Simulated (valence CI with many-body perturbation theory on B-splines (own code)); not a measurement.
# Missing levels of Pt XLVII

Computed by relativistic CI+MBPT: four valence electrons over a frozen Dirac-Fock core [Ar] 3d10, radial functions for each j: 11 s, 11 p, 9 d, 7 f, 5 g, 2 h, 1 i, with the one-electron correlation potential Σ1 (screened to all orders), the two-electron term Σ2, the three-electron term Σ3, Breit, model QED; selected single and double excitations, second order for the rest (own B-spline code, finite nucleus).

No measured spectrum was set against this ion. As an estimate, large intervals hold to a few tenths of a per cent, small ones and those within an open d or f shell to about a per cent.

```csv
Level,E (eV)
(4s^2 4p1/2^2) J=0,0.00
(4s^2 4p1/2 4p3/2) J=1,122.69
(4s^2 4p1/2 4p3/2) J=2,?
(4s 4p1/2^2 4p3/2) J=2,229.24
(4s 4p1/2^2 4p3/2) J=1,245.07
(4s^2 4p3/2^2) J=2,?
(4s^2 4p3/2^2) J=0,?
(4s^2 4p1/2 4d3/2) J=2,289.99
(4s^2 4p1/2 4d3/2) J=1,309.92
(4s^2 4p1/2 4d5/2) J=2,324.99
(4s^2 4p1/2 4d5/2) J=3,326.71
(4s 4p1/2 4p3/2^2) J=2 [a],?
(4s 4p1/2 4p3/2^2) J=3,358.94
(4s 4p1/2 4p3/2^2) J=0,364.36
(4s 4p1/2 4p3/2^2) J=1 [a],372.02
(4s 4p1/2 4p3/2^2) J=2 [b],374.38
(4s 4p1/2 4p3/2^2) J=1 [b],?
(4s 4p1/2^2 4d3/2) J=1,397.83
(4s 4p1/2^2 4d3/2) J=2,?
(4s^2 4p3/2 4d3/2) J=2,429.90
```

Levels are named by their leading jj configuration (3d3/2^4 stands for four electrons in 3d with j = 3/2), which in mixed levels can hold well under half, so a name can repeat and another be missing. Letters in brackets count levels of one name in rising energy.

**Question.** The levels stand in rising order. What does the calculation give for the missing energies?

**Answer.** (4s^2 4p1/2 4p3/2) J=2 127.32; (4s^2 4p3/2^2) J=2 253.53; (4s^2 4p3/2^2) J=0 263.52; (4s 4p1/2 4p3/2^2) J=2 [a] 350.77; (4s 4p1/2 4p3/2^2) J=1 [b] 376.00; (4s 4p1/2^2 4d3/2) J=2 401.62.
